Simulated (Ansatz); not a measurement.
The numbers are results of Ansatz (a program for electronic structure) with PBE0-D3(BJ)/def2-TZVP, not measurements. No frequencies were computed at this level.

Ansatz 0.2 input:
```yaml
crystal:
  periodic: [false, false, false]
  atoms:
    - { symbol: S, position_ang: [2.010107, -0.703849, 0.066683] }
    - { symbol: C, position_ang: [0.315778, -0.379814, 0.58845] }
    - { symbol: C, position_ang: [-0.379028, 0.890236, 0.221309] }
    - { symbol: C, position_ang: [-0.815449, -0.413675, -0.386102] }
    - { symbol: H, position_ang: [1.904879, -0.114665, -1.122496] }
    - { symbol: H, position_ang: [0.174247, -0.792801, 1.576686] }
    - { symbol: H, position_ang: [0.141604, 1.595247, -0.409799] }
    - { symbol: H, position_ang: [-1.011969, 1.357729, 0.96037] }
    - { symbol: H, position_ang: [-1.750561, -0.84899, -0.067604] }
    - { symbol: H, position_ang: [-0.589607, -0.589417, -1.427498] }
basis:
  gaussian: { orbitals: def2-tzvp }
hamiltonian:
  xc: pbe0
  dispersion: d3bj
relax:
  max_steps: 150
```

Output:

```
Functional definition: PBE0
1075 factors; their error is unknown
mean field evaluation 1: about -14029.2955 eV, gradient 5.7e1 eV
mean field evaluation 2: about -14022.2477 eV, gradient 7.7e1 eV
mean field evaluation 4: about -14037.0600 eV, gradient 3.8e0 eV
mean field evaluation 8: about -14037.0892 eV, gradient 2.4e-2 eV
mean field evaluation 16: about -14037.0948 eV, gradient 1.1e-4 eV
mean field -14037.09478893 eV, -515.8537188086 hartree, gradient 1.6e-5 eV, S^2 0.000000; 0 other end points of the search recorded, 0 dependent functions left out
reference -14037.09481543 eV, -515.8537197823 hartree; 20, 20 occupied and 146, 146 virtual orbitals, 1075 factors
relax step   1: F+E_penalty+E_count = -14037.27014222 eV  Δ(F+E_penalty+E_count) = +0.000e0 eV  max|allowed force component| = 5.039e-1 eV/Å  Δτ_max = 0.0000 Å  (30 SCF iters, accepted)
these checks for a lower state are left out or cut short: starts, cluster_reference, orbital_swaps, neighbouring_geometries, increment
1075 factors; their error is unknown
mean field -14037.10373309 eV, -515.8540475003 hartree, gradient 2.1e-5 eV, S^2 0.000000; 0 other end points of the search recorded, 0 dependent functions left out
reference -14037.10375962 eV, -515.8540484755 hartree; 20, 20 occupied and 146, 146 virtual orbitals, 1075 factors
relax step   2: F+E_penalty+E_count = -14037.27896588 eV  Δ(F+E_penalty+E_count) = -8.824e-3 eV  max|allowed force component| = 2.602e-1 eV/Å  Δτ_max = 0.0140 Å  (32 SCF iters, accepted)
these checks for a lower state are left out or cut short: starts, cluster_reference, orbital_swaps, neighbouring_geometries, increment
1075 factors; their error is unknown
mean field evaluation 32: about -14037.1063 eV, gradient 9.7e-3 eV
mean field -14037.10633913 eV, -515.8541432706 hartree, gradient 2.1e-5 eV, S^2 0.000000; 0 other end points of the search recorded, 0 dependent functions left out
reference -14037.10636570 eV, -515.8541442470 hartree; 20, 20 occupied and 146, 146 virtual orbitals, 1075 factors
relax step   3: F+E_penalty+E_count = -14037.28161896 eV  Δ(F+E_penalty+E_count) = -2.653e-3 eV  max|allowed force component| = 4.416e-2 eV/Å  Δτ_max = 0.0093 Å  (32 SCF iters, accepted)
these checks for a lower state are left out or cut short: starts, cluster_reference, orbital_swaps, neighbouring_geometries, increment
1075 factors; their error is unknown
mean field -14037.10669164 eV, -515.8541562250 hartree, gradient 2.1e-5 eV, S^2 0.000000; 0 other end points of the search recorded, 0 dependent functions left out
reference -14037.10671822 eV, -515.8541572018 hartree; 20, 20 occupied and 146, 146 virtual orbitals, 1075 factors
relax step   4: F+E_penalty+E_count = -14037.28187481 eV  Δ(F+E_penalty+E_count) = -2.558e-4 eV  max|allowed force component| = 1.440e-2 eV/Å  Δτ_max = 0.0067 Å  (32 SCF iters, accepted)
these checks for a lower state are left out or cut short: starts, cluster_reference, orbital_swaps, neighbouring_geometries, increment
1075 factors; their error is unknown
mean field -14037.10673468 eV, -515.8541578068 hartree, gradient 2.0e-5 eV, S^2 0.000000; 0 other end points of the search recorded, 0 dependent functions left out
reference -14037.10676126 eV, -515.8541587837 hartree; 20, 20 occupied and 146, 146 virtual orbitals, 1075 factors
relax step   5: F+E_penalty+E_count = -14037.28190913 eV  Δ(F+E_penalty+E_count) = -3.432e-5 eV  max|allowed force component| = 1.920e-2 eV/Å  Δτ_max = 0.0037 Å  (33 SCF iters, accepted)
these checks for a lower state are left out or cut short: starts, cluster_reference, orbital_swaps, neighbouring_geometries, increment
1075 factors; their error is unknown
mean field -14037.10677291 eV, -515.8541592116 hartree, gradient 2.0e-5 eV, S^2 0.000000; 0 other end points of the search recorded, 0 dependent functions left out
reference -14037.10679949 eV, -515.8541601886 hartree; 20, 20 occupied and 146, 146 virtual orbitals, 1075 factors
relax step   6: F+E_penalty+E_count = -14037.28192617 eV  Δ(F+E_penalty+E_count) = -1.705e-5 eV  max|allowed force component| = 2.324e-3 eV/Å  Δτ_max = 0.0009 Å  (33 SCF iters, accepted)
1075 factors; their error is unknown
mean field evaluation 64: about -14037.1068 eV, gradient 9.7e-3 eV
mean field -14037.10677291 eV, -515.8541592116 hartree, gradient 2.0e-5 eV, S^2 0.000000; 1 other end points of the search recorded, 0 dependent functions left out
reference -14037.10679949 eV, -515.8541601886 hartree; 20, 20 occupied and 146, 146 virtual orbitals, 1075 factors
Total energy: -14037.28195276 eV, -515.8605969524 hartree
Atom 0 at     2.010100    -0.709063     0.077881 Å, force    -0.000586     0.000509    -0.000672 eV/Å
Atom 1 at     0.326054    -0.374244     0.569110 Å, force    -0.002324     0.000939    -0.000346 eV/Å
Atom 2 at    -0.383659     0.891817     0.223420 Å, force    -0.000247    -0.002011     0.000311 eV/Å
Atom 3 at    -0.820591    -0.413620    -0.384702 Å, force     0.000735     0.000921     0.001677 eV/Å
Atom 4 at     1.933872    -0.122148    -1.127263 Å, force     0.001647     0.000131    -0.001464 eV/Å
Atom 5 at     0.158600    -0.779926     1.560290 Å, force    -0.000595    -0.000298     0.001068 eV/Å
Atom 6 at     0.135523     1.596730    -0.414368 Å, force     0.000975     0.000438    -0.000361 eV/Å
Atom 7 at    -1.013817     1.349543     0.976433 Å, force     0.000119     0.000689     0.000643 eV/Å
Atom 8 at    -1.751743    -0.855187    -0.050614 Å, force    -0.000399    -0.000859    -0.000077 eV/Å
Atom 9 at    -0.594338    -0.583900    -1.430187 Å, force     0.000675    -0.000459    -0.000779 eV/Å
Dipole moment:    -0.301617     0.130228    -0.062847 e Å
```

Cost: roughly 40 core-seconds.
